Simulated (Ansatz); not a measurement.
```yaml
crystal:
  periodic: [false, false, false]
  atoms:
    - {symbol: C, position_ang: [-0.972233, -0.853060, 0.854917]}
    - {symbol: C, position_ang: [0.164477, -1.155887, 0.515162]}
    - {symbol: O, position_ang: [0.955292, -0.513925, -0.509765]}
    - {symbol: Ge, position_ang: [0.654527, 1.195063, -0.806184]}
    - {symbol: F, position_ang: [-0.851064, 1.399806, -1.663702]}
    - {symbol: H, position_ang: [-1.592049, -0.064153, 0.483227]}
    - {symbol: H, position_ang: [-1.436349, -1.509837, 1.677186]}
    - {symbol: H, position_ang: [0.743661, -1.963108, 0.809546]}
    - {symbol: H, position_ang: [0.556688, 2.015223, 0.440417]}
    - {symbol: H, position_ang: [1.776992, 1.526875, -1.875791]}
basis:
  gaussian: {orbitals: STO-3G}
total_charge: 1
magnetization: {spin_polarized: true, initial_magnetization: 2}
hamiltonian: {xc: {name: CAM-B3LYP}}
output: {forces: true}
```

```sh
$ ansatz run in.yaml --threads 4 --pin off --events-out ev --progress --plain --max-ram 10444MiB
```

It prints (some lines left out):

```
Error: a molecule whose nuclei and cores have a total charge of 66 cannot have a net charge of 1 together with 2 unpaired electrons
```

Something in this input is off. What?

The number of unpaired electrons doesn't fit the electron count. The input was rejected before any iteration.
